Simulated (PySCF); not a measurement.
## Correlation energy of Si (silicon, neutral)

[Ne] 3s2 3p2, high-spin 3P determinant. Computed with PySCF 2.14 in x2c-SVPall, with scalar relativity by spin-free X2C-1e. Frozen: [Ne]; 4 electrons correlated.

MP2 pair energies summed by pair of shells (mhartree):

| pair | energy | share (%) |
| --- | --- | --- |
| 3s-3p | -25.36 | 58.3 |
| 3s-3s | -14.10 | 32.4 |
| 3p-3p | -4.05 | 9.3 |

Total MP2 correlation energy: -43.51 mhartree.

Same-spin part -6.93 and opposite-spin part -36.59 mhartree; SCS-MP2 scales them by 1/3 and 6/5 to -46.21 mhartree.

```tsv
level	correlation energy (mhartree)
CCSD	-61.43
(T)	-0.97
CCSD(T)	-62.40
```

Diagnostics: T1 = 0.010, D1 = 0.0230, largest double amplitude 0.111.

Question: Is a single reference adequate?

Answer: Mostly. T1 lies below 0.03, but a double amplitude of this size points to a near-degeneracy that CCSD handles and MP2 describes poorly.
